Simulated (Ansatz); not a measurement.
The first iterations of a band of C₂H₇BF₂O (13 atoms, charge 0, multiplicity 1).

Level of theory: RKS PBE/def2-SVP (Ansatz).

```
movable images  : 7
climbing image  : yes
spring          : 5.0 eV/Å²
optimiser       : quadratic models (default)
start path      : through a guess of the saddle point
force threshold : 0.05 eV/Å
iteration limit : 60
end points      : relaxed
```

First end point:

```xyz
13
Properties=species:S:1:pos:R:3
B -0.653 0.843 0.551
C 0.042 -0.566 0.814
C 0.271 -1.438 -0.428
F -1.726 0.886 -0.315
F -0.738 1.739 1.572
H 0.851 1.035 -1.185
O 0.575 1.718 -0.538
H -0.629 -1.106 1.520
H 0.990 -0.417 1.374
H 0.686 -2.437 -0.181
H -0.671 -1.598 -0.991
H 1.000 -0.985 -1.142
H 0.002 2.325 -1.051
```

Last end point:

```xyz
13
Properties=species:S:1:pos:R:3
B -1.197 1.809 0.219
C 0.906 -0.751 0.538
C 0.313 -1.722 -0.483
F -1.860 1.033 -0.651
F -1.517 1.728 1.508
H 1.182 0.220 0.074
O -0.230 2.673 -0.176
H 0.192 -0.529 1.358
H 1.826 -1.154 1.009
H 0.045 -2.692 -0.016
H -0.610 -1.311 -0.939
H 1.025 -1.940 -1.306
H -0.077 2.635 -1.137
```

| iteration | highest image above the first end (eV) | largest band force component (eV/Å) |
| --- | --- | --- |
| 1 | 1.671 | 4.583 |
| 2 | 1.224 | 3.196 |
| 3 | 0.963 | 3.372 |

Does the band converge within its limit, and where does its top end?

The run converged. It ended after 11 iterations with the highest image 1.027 eV above the first end. A vibrational analysis at the climbing image gives one clearly imaginary mode, 1199i cm⁻¹: a first-order saddle point. The orbitals stay closed-shell, which can raise the energy where a bond breaks towards radicals; this wasn't checked here.

The run took 2.7 min on 4 threads of Arm Neoverse N1 (shared host), peak memory 0.17 GiB.
